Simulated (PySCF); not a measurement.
Perfluoroethyl bromide, C₂BrF₅.
InChI=1S/C2BrF5/c3-1(4,5)2(6,7)8

Method used: PBE0-D3(BJ)/def2-SVP geometry optimisation, gas phase in PySCF 2.14.0.

Take the most abundant isotopes and a rigid rotor. 

Question: Give the principal moments of inertia and the rotational constants in MHz.

Answer: Ia = 225.88, Ib = 480.14, Ic = 528.84 u·Å²; 505379 MHz·u·Å²/I gives A = 2237, B = 1053, C = 955.6 MHz.

Question: Classify the top.

Answer: An asymmetric top. Ray's parameter κ = (2B − A − C)/(A − C) = -0.849; −1 is the prolate and +1 the oblate limit.

Question: What does the inertial defect say?

Answer: Not planar: Δ = Ic − Ia − Ib = -177.18 u·Å². For a rigid frame Δ = −2 Σ m c², so Σ m c² = 88.59 u·Å² lies off the ab plane. The atom farthest from that plane is 1.08 Å away.

Question: List the rotational levels J(Ka,Kc) to J = 4 (K).

Answer: Above 0(0,0), as E/k:
J = 1: 1(0,1) 0.096, 1(1,1) 0.153, 1(1,0) 0.158
J = 2: 2(0,2) 0.289, 2(1,2) 0.341, 2(1,1) 0.355, 2(2,1) 0.526, 2(2,0) 0.526
J = 3: 3(0,3) 0.577, 3(1,3) 0.623, 3(1,2) 0.651, 3(2,2) 0.815, 3(2,1) 0.816, 3(3,1) 1.111, 3(3,0) 1.111
J = 4: 4(0,4) 0.960, 4(1,4) 0.999, 4(1,3) 1.045, 4(2,3) 1.200, 4(2,2) 1.204, 4(3,2) 1.497, 4(3,1) 1.497, 4(4,1) 1.911, 4(4,0) 1.911
Those of J = 1 are B + C, A + C and A + B.

Question: Predict some low-J microwave lines.

Answer: The dipole components are |μa| = 0.41 D, |μb| = 0.17 D, |μc| = 0.00 D; the mirror of this Cs structure is the ab plane, so μc vanishes by symmetry and there are no c-type lines. The squared components, which scale the intensities, stand as 1.00 : 0.16 (a : b). Some lines, for components of 0.1 D or more:

```csv
type,branch,"J(Ka,Kc)",MHz,lower level (cm⁻¹)
a,Q,"3(1,2) ← 3(1,3)",581,0.433
b,Q,"4(1,3) ← 4(0,4)",1786,0.667
a,R,"1(0,1) ← 0(0,0)",2008,0.000
b,R,"3(1,2) ← 2(2,1)",2612,0.366
b,Q,"2(2,0) ← 2(1,1)",3560,0.247
a,R,"3(0,3) ← 2(0,2)",6002,0.201
b,Q,"5(3,3) ← 5(2,4)",6215,1.169
b,R,"5(1,4) ← 4(2,3)",7030,0.834
b,Q,"4(4,1) ← 4(3,2)",8623,1.041
b,R,"5(0,5) ← 4(1,4)",9114,0.694
b,R,"5(3,3) ← 4(2,2)",16159,0.837
```

Question: Estimate the classical rotational partition function at 10 K, 50 K and 100 K.

Answer: Point group Cs, symmetry number σ = 1; q = (√π/σ)·√((kT/h)³/(ABC)), k/h = 20836.6 MHz/K: 3550 at 10 K, 39700 at 50 K, 112000 at 100 K.

No PBE0-D3(BJ)/def2-SVP frequencies stand behind this structure, so it isn't proved a minimum. No vibrational averaging or centrifugal distortion is included, and the geometry carries the error of its method. Quadrupole hyperfine structure (79Br) is left out.

Conformer computed: `[F:1][C:2]([F:3])([F:4])[C:5]([F:6])([F:7])[Br:8]`: F1–C2–C5–F6 59°.
